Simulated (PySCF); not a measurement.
This PySCF input asks for the NMR shieldings of SMILES C1[P+](C#C)(C)CCC(=O)C1, [C$_{8}$H$_{12}$OP]+; the geometry comes from GFN2-xTB.

```python
import basis_set_exchange as bse
import numpy as np
from pyscf import gto, dft
from pyscf.prop import nmr

atoms = """
C     2.081750    1.062966   -2.085494
C     1.556334    0.548386   -1.133786
P     0.810862   -0.204642    0.253968
C     2.095550   -0.907815    1.309662
C    -0.362819   -1.460614   -0.332420
C    -1.537173   -0.770731   -1.038083
C    -2.224671    0.220430   -0.106230
O    -3.322781    0.044786    0.330780
C    -1.379932    1.439454    0.245495
C    -0.184361    1.043005    1.120888
H     2.543951    1.513712   -2.918971
H     2.664055   -1.651252    0.749947
H     2.770825   -0.118498    1.641806
H     1.636059   -1.381003    2.177809
H     0.145354   -2.152751   -1.010145
H    -0.716103   -2.027613    0.535321
H    -1.186534   -0.244207   -1.929484
H    -2.266345   -1.523554   -1.342842
H    -2.005991    2.148950    0.789478
H    -1.033542    1.916057   -0.675043
H    -0.529147    0.609060    2.065254
H     0.434248    1.915260    1.351242
"""
names = dict.fromkeys(["C", "P", "O", "H"], "pcSseg-1")
basis = {el: gto.basis.parse(bse.get_basis(n, elements=[el], fmt="nwchem")) for el, n in names.items()}
mol = gto.M(atom=atoms, basis=basis, charge=1, verbose=0)
mf = dft.RKS(mol, xc="PBE0")
mf.grids.level = 2
mf.grids.alignment = dft.numint.BLKSIZE   # the property module wants whole blocks of grid points
mf.conv_tol = 1e-9
mf.kernel()

calc = nmr.RKS(mf)   # GIAO
C = mf.mo_coeff
Co = C[:, mf.mo_occ > 0]
resp = mf.gen_response(singlet=True, hermi=2)
def vind(x):   # induced exchange potential for any number of trial vectors
    d = np.einsum("pi,xij,qj->xpq", C, 2 * x.reshape(-1, C.shape[1], Co.shape[1]), Co, optimize=True)
    return np.einsum("xpq,pi,qj->xij", resp(d - d.transpose(0, 2, 1)), C, Co, optimize=True).ravel()
mo1, _ = nmr.rhf.solve_mo1(calc, with_cphf=vind)
sigma = calc.kernel(mo1)
for i, s in enumerate(sigma):   # ppm
    print("%2d %-2s %9.2f" % (i, mol.atom_pure_symbol(i), np.trace(s) / 3))
```

Task: What are the results?

Result: 
```
 0 C      67.23
 1 C     119.74
 2 P     329.93
 3 C     173.48
 4 C     156.11
 5 C     149.03
 6 C     -15.66
 7 O    -397.17
 8 C     149.02
 9 C     156.13
10 H      28.14
11 H      29.26
12 H      29.25
13 H      29.82
14 H      28.72
15 H      29.04
16 H      28.65
17 H      28.66
18 H      28.66
19 H      28.65
20 H      29.03
21 H      28.72
```

These numbers come from an equivalent density-fitted implementation of the same equations, which agrees with the script to about 0.01 ppm for H and up to a few tenths of a ppm for heavy atoms, so last digits may differ.

Task: Turn these shieldings into chemical shifts. References, each an isolated molecule treated in the same way: ¹³C (186.93 ppm) and ¹H (31.72 ppm) vs TMS; H3PO4 for ³¹P (318.38 ppm); ¹⁷O (336.08 ppm) against H2O.

Result: Averaging equivalent atoms: C 6: 202.6; C 0: 119.7; C 1: 67.2; C 5/8: 37.9; C 4/9: 30.8; C 3: 13.4; P 2: -11.6; O 7: 733.3; H 10: 3.57; H 16/19: 3.07; H 17/18: 3.06; H 14/21: 3.00; H 15/20: 2.68; H 11/12/13: 2.27 ppm. Unscaled 17O shifts of doubly bonded oxygen tend to come out too high, by tens of ppm or more. Experimental scales use liquid or dissolved standards, which lie at an offset from isolated H2O (liquid H2O: subtract about 36 ppm) and H3PO4.

Size and cost of the density-fitted run: 237 basis functions, 53 s wall time on 1 thread of an Intel Xeon 6975P-C, shared host; peak memory 1.1 GiB.
